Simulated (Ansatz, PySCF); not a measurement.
Torsion H4–S1–Si2–S3 in H2S2Si (SMILES S[Si]S); at each angle all else is relaxed with GFN2-xTB, and the levels are single points there.
Geometry at 180° (charge 0, multiplicity 1):
```xyz
5

S      1.65794    -0.49882     0.05371
Si    -0.11271    -1.18927    -1.02795
S     -0.10419    -3.26591    -0.39960
H      1.58297     0.75182    -0.37552
H      0.97099    -3.24042     0.37524
```

On the grid 0° to 330°, 90° is the highest and 180° the lowest point at CCSD(T)/CBS(cc-pV(T+d)Z, cc-pV(Q+d)Z).

Rows in 3-21G carry no dispersion term and start afresh at each structure.

The values were computed with Ansatz (a program for electronic structure) with Gaussian orbitals; PySCF for 3-21G rows. 

### Question
Estimate the energy at 90° less that at 180° that HF/cc-pV(T+d)Z returns for this input.

### Answer
10.4 kcal/mol

### Question
What is the computed energy at 90° less that at 180° (r2SCAN/def2-TZVPP)?

### Answer
11.0 kcal/mol

### Question
What energy at 90° less that at 180° does B3LYP/3-21G give?

### Answer
9.2 kcal/mol
